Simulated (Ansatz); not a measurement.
Reaction (substitution at a C–N bond): `CN(C)P` + `OB(Br)Br` → `COB(Br)Br` + `CNP`

Calculated with Ansatz (gas phase, PBE0-D4/def2-TZVP geometries, no zero-point term in ΔE). CCSD(T)/CBS adds triple-zeta CCSD(T) − MP2 to the extrapolated MP2 energy (def2 sets, frozen cores). DFT in def2-TZVPP. HSE06 is defined as in plane-wave codes. For Br outer-core shells are correlated without core-valence functions, which leaves a few kJ/mol of doubt a bond. Scalar relativity is left out up to krypton. Each species was taken in one conformer, which may not be the lowest.

```
             level  ΔE (eV)
            revPBE     0.27
             HSE06     0.30
RPA@PBE/def2-TZVPP     0.29
      HF/CBS(def2)     0.19
```

Question: What does CCSD(T)/CBS give? (Best estimate.)

Answer: The calculation gave: +0.31 eV. The listed levels differ from it by -0.04, -0.01, -0.02, -0.12 eV.

Largest T1 diagnostic among the species: 0.011.

Leaving LDA and LC-ωPBE aside and taking each functional with its dispersion term where it has one, the values, not all of them listed here, spread over 0.10 eV, from BHLYP-D4 to revPBE-D4. LDA lies +0.07 eV from PBE without D4. The D4 term adds +0.04 eV with B3LYP and +0.02 eV with PBE0; it sums over pairs of atoms, weighted by their polarisabilities, and B3LYP, whose exchange is more repulsive, gets the larger term. At CCSD(T), def2-SVP lies +0.05 eV from the extrapolated value and def2-TZVPP +0.01 eV.

B3LYP here is the variant with VWN-RPA as its local correlation; programs differ in this.
